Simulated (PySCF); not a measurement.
C5H2FNO.
Geometry (GFN2-xTB, Å), atoms numbered from 1 in this order:
```xyz
10
C5H2FNO angstrom
N      3.1094   -0.1102   -0.5782
C      1.9923    0.0125   -0.3501
C      0.6289    0.1378   -0.0668
C     -0.1978    1.1745    0.2023
C     -1.3924    0.3084    0.2683
O     -2.5667    0.4515    0.3894
C     -0.4604   -0.9251    0.0330
F     -0.6921   -1.6364   -1.1064
H     -0.0403    2.2298    0.3279
H     -0.3720   -1.6382    0.8581
```

Vertical excitations from PySCF (density fitting, frozen core in the response, grid level 2 and gas phase unless stated; continuum runs use non-equilibrium linear response for the excitations) on a GFN2-xTB geometry. Reference run:

```
                              settings    S1, eV (f)    S2, eV (f)    S3, eV (f)    S4, eV (f)    S5, eV (f)    S6, eV (f)  T1, eV (Tamm–Dancoff)  mean α (au)
PBE0/def2-SVPD, full TDDFT, 6 singlets  3.25 (0.000)  5.22 (0.009)  5.54 (0.319)  5.73 (0.003)  6.42 (0.004)  6.61 (0.006)                   2.85         66.2
```

**Question.** What do these settings give: (1) KT2/cc-pVDZ, grid level 3, full TDDFT, 12 singlets; (2) wB97X-D/6-31++G**, IEF-PCM benzene, energy threshold 1e-11 Eh, TDA, 25 singlets?

**Answer.** 
```json
{"settings": "KT2/cc-pVDZ, grid level 3, full TDDFT, 12 singlets", "S1, eV (f)": "2.68 (0.000)", "S2, eV (f)": "4.57 (0.000)", "S3, eV (f)": "5.09 (0.122)", "S4, eV (f)": "5.34 (0.011)", "S5, eV (f)": "5.48 (0.001)", "S6, eV (f)": "5.58 (0.003)", "T1, eV (Tamm–Dancoff)": "2.37", "mean α (au)": "58.7"}
{"settings": "wB97X-D/6-31++G**, IEF-PCM benzene, energy threshold 1e-11 Eh, TDA, 25 singlets", "S1, eV (f)": "3.60 (0.000)", "S2, eV (f)": "5.53 (0.043)", "S3, eV (f)": "5.79 (0.523)", "S4, eV (f)": "6.07 (0.016)", "S5, eV (f)": "6.91 (0.005)", "S6, eV (f)": "7.21 (0.007)", "T1, eV (Tamm–Dancoff)": "–", "mean α (au)": "71.8"}
```

(1) S1 moves by -0.57 eV; functional and basis change together, so the shift can't be laid on one. (2) S1 moves by +0.35 eV; functional, basis, environment and response scheme change together, so the shift can't be laid on one. States are counted by energy in each run and needn't keep their character from row to row.

All basis functions are spherical, in the Pople sets too. KT2 was designed for NMR shieldings or shifts; total energies of different functionals aren't comparable.

**Question.** Which orbital pairs make up S1 in each run, and how does it sit against the orbital gap?

**Answer.** 
```
                                                                       settings  S1 configurations (weight)  S1 (eV)  orbital gap (eV)  S1 − gap (eV)
                                         PBE0/def2-SVPD, full TDDFT, 6 singlets                    H→L 0.97     3.25              4.91          -1.66
                             KT2/cc-pVDZ, grid level 3, full TDDFT, 12 singlets                    H→L 1.00     2.68              2.59          +0.09
wB97X-D/6-31++G**, IEF-PCM benzene, energy threshold 1e-11 Eh, TDA, 25 singlets                    H→L 0.93     3.60              8.64          -5.04
```

Geometry: GFN2-xTB; no vibrations or thermal averaging.

The pairwise dispersion term of wB97X-D wasn't added to the energies; at a given geometry it leaves orbitals and properties as they are.
